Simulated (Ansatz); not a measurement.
BFH₆Si₂, SMILES `FB([SiH3])[SiH3]`. Total charge 0; spin multiplicity 1.

```xyz
10

F     1.463    0.183    1.574
B     0.564    0.070    0.606
Si   -1.026   -1.187    0.874
Si    0.811    1.160   -1.106
H    -1.028   -1.877    2.192
H    -2.285   -0.403    0.733
H    -1.014   -2.210   -0.211
H     2.042    1.996   -1.111
H    -0.377    2.042   -1.285
H     0.851    0.227   -2.267
```

(1) What are the harmonic wavenumbers in cm⁻¹ at PBE0-D4/def2-TZVP (Ansatz, finite differences of forces, unscaled)? (Estimate.)

(2) Is this a minimum?

Results:

(1) Ansatz gave: 52i, 48, 125, 249, 254, 398, 440, 462, 588, 652, 794, 891, 899, 931, 932, 933, 939, 1289, 2204, 2209, 2209, 2213, 2223, 2225.

(2) No: 1 imaginary mode, so it is a saddle point.
